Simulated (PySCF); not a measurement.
This PySCF input asks for the NMR shieldings of `InChI=1S/C7H15P/c1-4-6-7-8(3)5-2/h5H,2,4,6-7H2,1,3H3/p+1/t8-/m0/s1`; the geometry comes from GFN2-xTB.

```python
import basis_set_exchange as bse
import numpy as np
from pyscf import gto, dft
from pyscf.prop import nmr

atoms = """
C    -3.658603    0.834186    0.683953
C    -2.870964   -0.187405    0.378718
P    -1.199097    0.017050   -0.233665
C    -1.043150   -0.767530   -1.852132
C    -0.034133   -0.689691    0.970872
C     1.416388   -0.702890    0.485326
C     1.896144    0.687008    0.076004
C     3.379712    0.694901   -0.270144
H    -3.340897    1.859559    0.577737
H    -4.658996    0.681184    1.053904
H    -3.195076   -1.215606    0.488229
H    -0.999475    1.373106   -0.365066
H    -1.229707   -1.837990   -1.745229
H    -0.042929   -0.615390   -2.256310
H    -1.778842   -0.344343   -2.536356
H    -0.129456   -0.101271    1.889615
H    -0.384106   -1.706090    1.187266
H     2.041961   -1.075562    1.297909
H     1.528545   -1.394544   -0.352047
H     1.321938    1.026535   -0.795696
H     1.713130    1.388695    0.892894
H     3.973076    0.414291    0.595811
H     3.689331    1.686602   -0.587217
H     3.593473   -0.005042   -1.074045
"""
names = dict.fromkeys(["C", "P", "H"], "pcSseg-1")
basis = {el: gto.basis.parse(bse.get_basis(n, elements=[el], fmt="nwchem")) for el, n in names.items()}
mol = gto.M(atom=atoms, basis=basis, charge=1, verbose=0)
mf = dft.RKS(mol, xc="PBE0")
mf.grids.level = 2
mf.grids.alignment = dft.numint.BLKSIZE   # the property module wants whole blocks of grid points
mf.conv_tol = 1e-9
mf.kernel()

calc = nmr.RKS(mf)   # GIAO
C = mf.mo_coeff
Co = C[:, mf.mo_occ > 0]
resp = mf.gen_response(singlet=True, hermi=2)
def vind(x):   # induced exchange potential for any number of trial vectors
    d = np.einsum("pi,xij,qj->xpq", C, 2 * x.reshape(-1, C.shape[1], Co.shape[1]), Co, optimize=True)
    return np.einsum("xpq,pi,qj->xij", resp(d - d.transpose(0, 2, 1)), C, Co, optimize=True).ravel()
mo1, _ = nmr.rhf.solve_mo1(calc, with_cphf=vind)
sigma = calc.kernel(mo1)
for i, s in enumerate(sigma):   # ppm
    print("%2d %-2s %9.2f" % (i, mol.atom_pure_symbol(i), np.trace(s) / 3))
```

Q: What does it print?

A: 
```
 0 C      29.83
 1 C      65.15
 2 P     327.59
 3 C     182.05
 4 C     157.58
 5 C     159.73
 6 C     158.07
 7 C     170.98
 8 H      24.64
 9 H      24.39
10 H      25.47
11 H      25.77
12 H      29.75
13 H      29.52
14 H      29.60
15 H      29.17
16 H      29.10
17 H      29.54
18 H      30.16
19 H      30.72
20 H      30.26
21 H      30.35
22 H      30.02
23 H      30.57
```

These numbers come from an equivalent density-fitted implementation of the same equations, which agrees with the script to about 0.01 ppm for H and up to a few tenths of a ppm for heavy atoms, so last digits may differ.

Q: Turn these shieldings into chemical shifts. Referencing at the same level of theory: 13C (186.93 ppm) and 1H (31.72 ppm) against TMS; H3PO4 for 31P (318.38 ppm).

A: Averaging equivalent atoms: C 0: 157.1; C 1: 121.8; C 4: 29.3; C 6: 28.9; C 5: 27.2; C 7: 15.9; C 3: 4.9; P 2: -9.2; H 9: 7.33; H 8: 7.07; H 10: 6.25; H 11: 5.95; H 16: 2.62; H 15: 2.54; H 17: 2.18; H 12/13/14: 2.09; H 18: 1.56; H 20: 1.45; H 21/22/23: 1.40; H 19: 1.00 ppm. Experimental scales use liquid or dissolved standards, which lie at an offset from isolated H3PO4.

Size and cost of the density-fitted run: 223 basis functions, 47 s wall time on 1 thread of an Arm Neoverse V2, shared host; peak memory 0.97 GiB.
